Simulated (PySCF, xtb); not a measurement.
VCl3, SMILES [V]([Cl])([Cl])[Cl] (connectivity only; charge and spin as stated), neutral, multiplicity 3.

Harmonic wavenumbers (cm⁻¹) from GFN2-xTB (xtb) at its own minimum, in rising order: 90, 91, 117, 352, 437, 445.

Question: What does PBE-D3(BJ)/def2-SVP run with PySCF give at its own minimum? (The exact figures need the calculation; the answer reports its results.)

Answer: 80, 84, 111, 352, 443, 500. Paired by order, the mean absolute difference is 14 cm⁻¹ and the zero-point energies are 2.2 and 2.2 kcal/mol.
